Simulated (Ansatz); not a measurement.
`c1c[se]c(-c2ccc(-c3ccc(-c4ccc(-c5ccc(-c6ccc(-c7ccc[se]7)[se]6)[se]5)[se]4)[se]3)[se]2)c1`, relaxed as a singlet with RKS PBE-D4/def2-SVP in Ansatz, starting from the GFN2-xTB geometry. Force threshold 0.03 eV/Å.

Single mean-field runs in def2-SVP are fitted with def2-universal-jkfit.

Start:

Cartesian coordinates in Å:
```
C 12.1126 3.9645 1.5461
C 12.0826 3.8472 0.1914
Se 10.4308 3.2747 -0.4259
C 9.8816 3.2448 1.3738
C 8.5619 2.8574 1.7607
C 8.0579 2.8000 3.0417
C 6.7273 2.3864 3.1556
C 6.0878 2.0887 1.9704
C 4.7434 1.6509 1.8095
C 3.8149 1.4413 2.8074
C 2.5575 1.0104 2.3804
C 2.4006 0.8481 1.0211
C 1.2228 0.4206 0.3567
C 1.0274 0.2451 -0.9946
C -0.2456 -0.1912 -1.3746
C -1.1410 -0.3896 -0.3479
C -2.4879 -0.8239 -0.4287
C -3.3493 -1.0082 0.6302
C -4.6342 -1.4410 0.3012
C -4.8790 -1.6300 -1.0404
C -6.0995 -2.0642 -1.6195
C -6.3792 -2.2642 -2.9519
C -7.6767 -2.7007 -3.2455
C -8.5066 -2.8743 -2.1606
C -9.8679 -3.3074 -2.1615
C -10.6426 -3.6418 -3.2466
C -11.9609 -4.0346 -2.9443
C -12.2754 -4.0250 -1.6211
Se -10.8497 -3.4891 -0.5657
Se -7.6112 -2.4556 -0.5608
Se -3.3427 -1.2308 -2.0617
Se -0.3448 0.0037 1.3174
Se 4.0017 1.2768 0.1182
Se 7.2515 2.3410 0.5131
C 10.9092 3.6361 2.1990
H 12.9896 4.2844 2.0836
H 12.8917 4.0499 -0.4870
H 8.6493 3.0577 3.9033
H 6.2361 2.3065 4.1101
H 4.0441 1.5995 3.8473
H 1.7426 0.8113 3.0628
H 1.8229 0.4385 -1.7002
H -0.5265 -0.3666 -2.4033
H -3.0315 -0.8236 1.6471
H -5.4042 -1.6217 1.0385
H -5.6308 -2.0903 -3.7124
H -8.0044 -2.8886 -4.2539
H -10.2724 -3.6053 -4.2567
H -12.6660 -4.3207 -3.7068
H -13.2221 -4.2863 -1.1840
H 10.8043 3.6892 3.2689
```

(1) Estimate the energy that the relaxation releases and the steps that it takes.

(2) Does the start keep its bonding and symmetry?

(3) Predict the relaxed structure.

## Answers

(1) 10.1 kcal/mol, in 13 steps; 99 s on 5 threads of AMD EPYC 7R13 on a shared host and a share (37 GiB) of an NVIDIA H100 80GB HBM3. The force fell under the threshold at step 5, but the optimiser went on and released 0.008 eV more. No frequencies were taken in this run, so the end may be a saddle point.

(2) By distances, no bond broke or formed. The bond that changes most is C7–H39, from 1.08 to 1.10 Å (atoms count from 1).

(3) 
```xyz
51

C    12.2295    3.9908    1.1726
C    12.1033    3.8111   -0.1897
Se   10.3963    3.2041   -0.6425
C     9.9610    3.2547    1.2017
C     8.6613    2.8790    1.7000
C     8.2354    2.8227    3.0277
C     6.8978    2.4169    3.2373
C     6.1589    2.1194    2.0897
C     4.7925    1.6852    2.0036
C     3.8819    1.5054    3.0486
C     2.5921    1.0658    2.6768
C     2.3768    0.8638    1.3114
C     1.1919    0.4305    0.6341
C     0.9812    0.2474   -0.7347
C    -0.3066   -0.1914   -1.1125
C    -1.2186   -0.3908   -0.0733
C    -2.5815   -0.8256   -0.1438
C    -3.5010   -1.0149    0.8899
C    -4.7871   -1.4560    0.5055
C    -4.9872   -1.6505   -0.8625
C    -6.1656   -2.0870   -1.5512
C    -6.3614   -2.2923   -2.9177
C    -7.6459   -2.7375   -3.3054
C    -8.5683   -2.9165   -2.2742
C    -9.9379   -3.3553   -2.3822
C   -10.6645   -3.6081   -3.5439
C   -12.0079   -4.0385   -3.3498
C   -12.4050   -4.1455   -2.0327
Se  -11.0229   -3.6871   -0.8635
Se   -7.7704   -2.4749   -0.6143
Se   -3.3949   -1.2359   -1.8108
Se   -0.3955    0.0138    1.5905
Se    3.9665    1.2612    0.3512
Se    7.2382    2.3806    0.5546
C    11.0644    3.6888    1.9339
H    13.1638    4.3431    1.6332
H    12.8594    3.9798   -0.9657
H     8.9081    3.0744    3.8599
H     6.4616    2.3321    4.2428
H     4.1571    1.7005    4.0947
H     1.7939    0.8933    3.4149
H     1.7784    0.4388   -1.4691
H    -0.5851   -0.3668   -2.1629
H    -3.2311   -0.8284    1.9404
H    -5.5904   -1.6389    1.2353
H    -5.5539   -2.1204   -3.6455
H    -7.9053   -2.9403   -4.3540
H   -10.2258   -3.4737   -4.5426
H   -12.6833   -4.2680   -4.1867
H   -13.3839   -4.4527   -1.6461
H    11.0295    3.7935    3.0273
```
Bond lengths: 27 × C–C 1.38 to 1.44 Å; 14 × C–Se 1.87 to 1.90 Å; 16 × C–H 1.10 Å.
